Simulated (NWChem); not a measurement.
All runs are NWChem calculations. System: C3H7, charge 0, spin multiplicity 2, displaced from the optimised geometry. The structure started from a generated list of species. Its SCF solution wasn't tested for a lower state.

Job file:

```
start mol
memory heap 200 mb stack 900 mb global 1100 mb
geometry units angstroms nocenter noautoz
  C      0.337596     1.325456     0.000000
  C     -0.559642     0.097934     0.000000
  C      0.209790    -1.260061     0.000000
  H     -0.101052     2.350985     0.000000
  H      1.449516     1.234264     0.000000
  H     -1.257820     0.136807     0.891300
  H     -1.257820     0.136807    -0.891300
  H      0.868336    -1.352354    -0.906874
  H     -0.495964    -2.134129     0.000000
  H      0.868336    -1.352354     0.906874
  symmetry group Cs
end
basis spherical
  * library def2-tzvp
end
dft
  xc becke88 lyp
  odft
  mult 2
  semidirect memsize 60000000 filesize 0
  iterations 100
  convergence nodiis damp 40
end
task dft gradient
```

The output up to the point where the run's verdict is printed (cleaned and shortened):

```
             Northwest Computational Chemistry Package (NWChem) 7.3.0
             --------------------------------------------------------

                                NWChem Input Module
                                -------------------

 Scaling coordinates for geometry "geometry" by  1.889725989
 (inverse scale =  0.529177249)

 Turning off AUTOSYM since
 SYMMETRY directive was detected!

                             Geometry "geometry" -> ""
                             -------------------------

 Output coordinates in angstroms (scale by  1.889725989 to convert to a.u.)

  No.       Tag          Charge          X              Y              Z
 ---- ---------------- ---------- -------------- -------------- --------------
    1 C                    6.0000     0.33759600     1.32545600     0.00000000
    2 C                    6.0000    -0.55964200     0.09793400     0.00000000
    3 C                    6.0000     0.20979000    -1.26006100     0.00000000
    4 H                    1.0000    -0.10105200     2.35098500     0.00000000
    5 H                    1.0000     1.44951600     1.23426400     0.00000000
    6 H                    1.0000    -1.25782000     0.13680700     0.89130000
    7 H                    1.0000    -1.25782000     0.13680700    -0.89130000
    8 H                    1.0000     0.86833600    -1.35235400    -0.90687400
    9 H                    1.0000    -0.49596400    -2.13412900     0.00000000
   10 H                    1.0000     0.86833600    -1.35235400     0.90687400

 Effective nuclear repulsion energy (a.u.)      74.0415589874

            Nuclear Dipole moment (a.u.)
            ----------------------------
        X                 Y               Z
 ---------------- ---------------- ----------------
    -0.0000075589     0.0000000000     0.0000000000

      Symmetry information
      --------------------

 Group name             Cs
 Group number              2
 Group order               2
 No. of unique centers     8

      Symmetry unique atoms

     1    2    3    4    5    6    8    9


 Summary of "ao basis" -> "" (spherical)
[...]
 d= 0,ls=0.5         73    -68.7914319494  1.47D+01  5.31D-02             100.0
                                                     4.69D-02
 d= 0,ls=0.5         74    -83.5022596295 -1.47D+01  5.31D-02             101.7
                                                     4.69D-02
 d= 0,ls=0.5         75    -68.7914319494  1.47D+01  5.31D-02             103.4
                                                     4.69D-02
 d= 0,ls=0.5         76    -83.5022596295 -1.47D+01  5.31D-02             105.1
                                                     4.69D-02
 d= 0,ls=0.5         77    -68.7914319494  1.47D+01  5.31D-02             106.7
                                                     4.69D-02
 d= 0,ls=0.5         78    -83.5022596295 -1.47D+01  5.31D-02             108.4
                                                     4.69D-02
 d= 0,ls=0.5         79    -68.7914319494  1.47D+01  5.31D-02             110.1
                                                     4.69D-02
 d= 0,ls=0.5         80    -83.5022596295 -1.47D+01  5.31D-02             111.6
                                                     4.69D-02
 d= 0,ls=0.5         81    -68.7914319494  1.47D+01  5.31D-02             113.0
                                                     4.69D-02
 d= 0,ls=0.5         82    -83.5022596295 -1.47D+01  5.31D-02             114.3
                                                     4.69D-02
 d= 0,ls=0.5         83    -68.7914319494  1.47D+01  5.31D-02             115.5
                                                     4.69D-02
 d= 0,ls=0.5         84    -83.5022596295 -1.47D+01  5.31D-02             116.8
                                                     4.69D-02
 d= 0,ls=0.5         85    -68.7914319494  1.47D+01  5.31D-02             118.2
                                                     4.69D-02
 d= 0,ls=0.5         86    -83.5022596295 -1.47D+01  5.31D-02             119.6
                                                     4.69D-02
 d= 0,ls=0.5         87    -68.7914319494  1.47D+01  5.31D-02             121.0
                                                     4.69D-02
 d= 0,ls=0.5         88    -83.5022596295 -1.47D+01  5.31D-02             122.3
                                                     4.69D-02
 d= 0,ls=0.5         89    -68.7914319494  1.47D+01  5.31D-02             123.6
                                                     4.69D-02
 d= 0,ls=0.5         90    -83.5022596295 -1.47D+01  5.31D-02             124.9
                                                     4.69D-02
 d= 0,ls=0.5         91    -68.7914319494  1.47D+01  5.31D-02             126.2
                                                     4.69D-02
 d= 0,ls=0.5         92    -83.5022596295 -1.47D+01  5.31D-02             127.6
                                                     4.69D-02
 d= 0,ls=0.5         93    -68.7914319494  1.47D+01  5.31D-02             129.2
                                                     4.69D-02
 d= 0,ls=0.5         94    -83.5022596295 -1.47D+01  5.31D-02             130.7
                                                     4.69D-02
 d= 0,ls=0.5         95    -68.7914319494  1.47D+01  5.31D-02             132.2
                                                     4.69D-02
 d= 0,ls=0.5         96    -83.5022596295 -1.47D+01  5.31D-02             133.8
                                                     4.69D-02
 d= 0,ls=0.5         97    -68.7914319494  1.47D+01  5.31D-02             135.2
                                                     4.69D-02
 d= 0,ls=0.5         98    -83.5022596295 -1.47D+01  5.31D-02             136.4
                                                     4.69D-02
 d= 0,ls=0.5         99    -68.7914319494  1.47D+01  5.31D-02             138.4
                                                     4.69D-02
 d= 0,ls=0.5        100    -83.5022596295 -1.47D+01  5.31D-02             139.8
                                                     4.69D-02
```

Convergence was not reached. The next line reads: Calculation failed to converge. NWChem stopped with the message: dft gradient failed.
